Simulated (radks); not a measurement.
The krypton ion Kr+, configuration [Ar] 3d10 4s2 4p5. Method: Dirac Kohn-Sham, PBE, spin-unpolarised, spherical densities, finite nucleus; open shells fill j = l - 1/2 first; Fermi nuclear charge, rms radius 4.1884 fm; computed with a radial shooting solver on a logarithmic mesh with Libxc functionals.

Spin-orbit splittings of the eigenvalues, e(l+1/2) - e(l-1/2), with zeta = 2 splitting/(2l+1) and mean radii in bohr:

shell  occ.  splitting (eV)  zeta (eV)  <r> j=l-1/2  <r> j=l+1/2
2p        6           53.83      35.89       0.1573       0.1613
3p        6           7.918      5.279       0.5334       0.5438
3d       10           1.303     0.5214       0.5532       0.5571
4p        5          0.7165     0.4776        1.805        1.842
